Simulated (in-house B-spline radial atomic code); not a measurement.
KLI/ALDAx excitations of the thallium ion Tl³⁺

Method: KLI/ALDAx. Computed with an all-electron radial atomic-structure program (B-spline basis): linear response of the closed shell [Xe] 4f14 5d10 with the adiabatic LDA exchange kernel on the exchange-only KLI potential; scalar-relativistic (spin-free one-electron X2C), finite nucleus, no spin-orbit coupling, no double excitations, S, P, D and F terms only; shells from n = 3 respond. Only terms of natural parity with L up to 3 were computed.

Spin-orbit coupling is strong here, so these LS terms don't match observed levels.

Command:
```bash
python run_td.py task.json out
```
Settings (radii: box in bohr, nucleus in fm):
```
Z                        81
electrons                78
configuration            [Xe] 4f14 5d10
hamiltonian              x2c
method                   kli
box_radius               23.08
rms_radius               5.4759
intervals                104
```

Run time, properties included: 19 s on 1 thread of Arm Neoverse N1 (shared host).

The lowest states, in the order of their Tamm-Dancoff energies; the method's threshold (minus the highest occupied level) is 51.56 eV. Labels give the largest channel, * marks a mixed state, and oscillator strengths are full-response dipole values. Semilocal kernels can invert the small singlet-triplet splittings of Rydberg terms. Energies in eV:

```
     state  full response  Tamm-Dancoff  oscillator strength
5d → 6s 3D              ?             ?                    -
5d → 6s 1D              ?             ?                    -
5d → 6p 3P         19.984        20.027                    -
5d → 6p 3F         20.308        20.327                    -
5d → 6p 1F         20.855        20.859                    -
5d → 6p 1P         21.800        21.913                0.995
5d → 6d 3S          31.48         31.50                    -
```

**Question.** Where does 5d → 6s 1D lie?

**Answer.** At 10.582 eV in full response, 10.639 eV in Tamm-Dancoff.

**Question.** Where does 5d → 6s 3D lie?

**Answer.** At 9.432 eV in full response, 9.466 eV in Tamm-Dancoff.

**Question.** How large is the singlet-triplet splitting of 5d → 6s (D terms) in Tamm-Dancoff?

**Answer.** 1.17 eV, from the unrounded values.

**Question.** What polarisabilities and dispersion coefficient does the method give?

**Answer.** Dipole 5.09 bohr³, quadrupole 19.07 bohr⁵, C6 29.63 hartree·bohr⁶ for two such species.
